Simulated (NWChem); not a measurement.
Species: BeHOBr; SMILES [OH][Be][Br]

```xyz
4

Be     0.0477     1.2081     0.0000
Br    -0.0839    -0.7586     0.0000
O      0.1980     2.6071     0.0000
H     -0.4333     3.3186     0.0000
```
Atoms are numbered in this order, from 1.

Program: NWChem. Pople sets run with spherical d functions. Structure relaxed at the PBE0-D3(BJ)/def2-TZVP level. B3LYP is NWChem's, with the RPA form of VWN correlation. Vzz is the largest principal value of the second derivative of the potential at the nucleus (NWChem prints the opposite sign); η is the asymmetry. Non-relativistic.

For level B3LYP/6-31G*:

* **Vzz Be1 (a.u.)**: -0.156
* **Vzz Br2 (a.u.)**: 2.539
* **Vzz O3 (a.u.)**: 1.329

Task: What are these values for level Hartree-Fock/6-31G*?

Result: 
* **Vzz Be1 (a.u.)**: -0.170
* **Vzz Br2 (a.u.)**: 2.276
* **Vzz O3 (a.u.)**: 1.397
